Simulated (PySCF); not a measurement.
Ionisation energy of Tb⁵⁶⁺ by level of theory

Tb⁵⁶⁺ [He] 2s2 2p5 (2P) → Tb⁵⁷⁺ [He] 2s2 2p4 (3P), as a difference of total energies. Computed with PySCF 2.14 in an even-tempered Gaussian basis (19 s from 32 bohr⁻², ratio 2.2; 13 p from 41 bohr⁻², ratio 2.2; 5 d from 170 bohr⁻², ratio 2.4; 5 f from 250 bohr⁻², ratio 2.4; 4 g from 370 bohr⁻², ratio 2.4), with the spin-free X2C one-electron Hamiltonian (Gaussian nucleus). Correlated levels: nothing frozen; virtual orbitals above 40 to 60 times the deepest correlated orbital energy dropped. The calculations carry no spin-orbit coupling.

```json
{"method": "UHF", "ionisation energy (eV)": "12207.7"}
{"method": "LDA", "ionisation energy (eV)": "12202.7"}
{"method": "PBE", "ionisation energy (eV)": "12206.8"}
{"method": "PBE0", "ionisation energy (eV)": "12207.5"}
{"method": "r2SCAN", "ionisation energy (eV)": "12211.9"}
{"method": "r2SCANh", "ionisation energy (eV)": "12211.6"}
{"method": "M06-2X", "ionisation energy (eV)": "12208.2"}
{"method": "MP2 (all electrons)", "ionisation energy (eV)": "12209.5"}
{"method": "SCS-MP2 (all electrons)", "ionisation energy (eV)": "12209.5"}
```

Spin-orbit coupling is strong in these open shells (close to jj coupling). The scalar numbers leave it out and a first-order estimate fails, so it can dominate the gap to the real levels.

For this ion Breit and QED terms and the two-electron picture change, all absent here, outweigh the differences among the correlated methods.

For comparison: 11957 ± 5 eV (theoretical estimate listed by NIST; NIST Atomic Spectra Database, ionization energies).
